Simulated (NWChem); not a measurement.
System meant: C2H7BO2; SMILES CB(O)CO

Input file for NWChem:

```
start job
memory heap 200 mb stack 900 mb global 1100 mb
geometry units angstroms noautoz
  C     -0.639583    -1.912379     0.019905
  B      0.041070    -0.492495    -0.024369
  O      1.393349    -0.326379    -0.057754
  C     -0.775696     0.856299    -0.017472
  O     -0.010838     2.026479     0.093503
  H     -1.647352    -1.910868    -0.422593
  H     -0.764681    -2.209763     1.076835
  H     -0.048344    -2.704203    -0.468415
  H      1.895739    -1.147046    -0.079684
  H     -1.526709     0.813664     0.798334
  H     -1.393185     0.863217    -0.945643
  H      0.911430     1.767539    -0.011615
end
basis spherical
  C library def2-svp
  B library def2-svp
  O library def2-svp
  H library def2-svp
end
dft
  odft
  mult 2
  xc b3lyp
  iterations 150
  mulliken
end
task dft energy
```

End of the output:

```
 ==============================================================================
                                 internuclear angles
 ------------------------------------------------------------------------------
        center 1       |       center 2       |       center 3       |  degrees
 ------------------------------------------------------------------------------
    2 B                |   1 C                |   6 H                |   112.53
    2 B                |   1 C                |   7 H                |   108.56
    2 B                |   1 C                |   8 H                |   113.78
    6 H                |   1 C                |   7 H                |   106.33
    6 H                |   1 C                |   8 H                |   108.30
    7 H                |   1 C                |   8 H                |   106.92
    1 C                |   2 B                |   3 O                |   122.64
    1 C                |   2 B                |   4 C                |   123.17
    3 O                |   2 B                |   4 C                |   114.19
    2 B                |   3 O                |   9 H                |   114.49
    2 B                |   4 C                |   5 O                |   115.57
    2 B                |   4 C                |  10 H                |   108.72
    2 B                |   4 C                |  11 H                |   106.77
    5 O                |   4 C                |  10 H                |   110.06
    5 O                |   4 C                |  11 H                |   111.27
   10 H                |   4 C                |  11 H                |   103.74
    4 C                |   5 O                |  12 H                |   106.81
 ------------------------------------------------------------------------------
                            number of included internuclear angles:         17
 ==============================================================================

 Summary of "ao basis" -> "" (spherical)
 ------------------------------------------------------------------------------
       Tag                 Description            Shells   Functions and Types
 ---------------- ------------------------------  ------  ---------------------
 C                          def2-svp                 6       14   3s2p1d
 B                          def2-svp                 6       14   3s2p1d
 O                          def2-svp                 6       14   3s2p1d
 H                          def2-svp                 3        5   2s1p

                                 NWChem DFT Module
                                 -----------------

 Summary of "ao basis" -> "ao basis" (spherical)
 ------------------------------------------------------------------------------
       Tag                 Description            Shells   Functions and Types
 ---------------- ------------------------------  ------  ---------------------
 C                          def2-svp                 6       14   3s2p1d
 B                          def2-svp                 6       14   3s2p1d
 O                          def2-svp                 6       14   3s2p1d
 H                          def2-svp                 3        5   2s1p

  number of electrons :                   40
  multiplicity        :                    2
 ------------------------------------------------------------------------
  no. of electrons and multiplicity not compatible                  40
 ------------------------------------------------------------------------
 ------------------------------------------------------------------------
  current input line :
    30: task dft energy
 ------------------------------------------------------------------------
 ------------------------------------------------------------------------
 There is an error in the input file
 ------------------------------------------------------------------------
 For more information see the NWChem manual at https://nwchemgit.github.io

0: no. of electrons and multiplicity not compatible:Received an Error in Communication
```

**Question.** Can this run be used? If not, why, and what is the fix?

**Answer.** The input was rejected before any calculation. Cause: the multiplicity doesn't fit the number of electrons (an even count wants an odd multiplicity, and the reverse). This input runs:
```
start job
memory heap 200 mb stack 900 mb global 1100 mb
geometry units angstroms noautoz
  C     -0.639583    -1.912379     0.019905
  B      0.041070    -0.492495    -0.024369
  O      1.393349    -0.326379    -0.057754
  C     -0.775696     0.856299    -0.017472
  O     -0.010838     2.026479     0.093503
  H     -1.647352    -1.910868    -0.422593
  H     -0.764681    -2.209763     1.076835
  H     -0.048344    -2.704203    -0.468415
  H      1.895739    -1.147046    -0.079684
  H     -1.526709     0.813664     0.798334
  H     -1.393185     0.863217    -0.945643
  H      0.911430     1.767539    -0.011615
end
basis spherical
  C library def2-svp
  B library def2-svp
  O library def2-svp
  H library def2-svp
end
dft
  xc b3lyp
  iterations 150
  mulliken
end
task dft energy
```
It converges to -255.59173 Ha (B3LYP/def2-SVP).
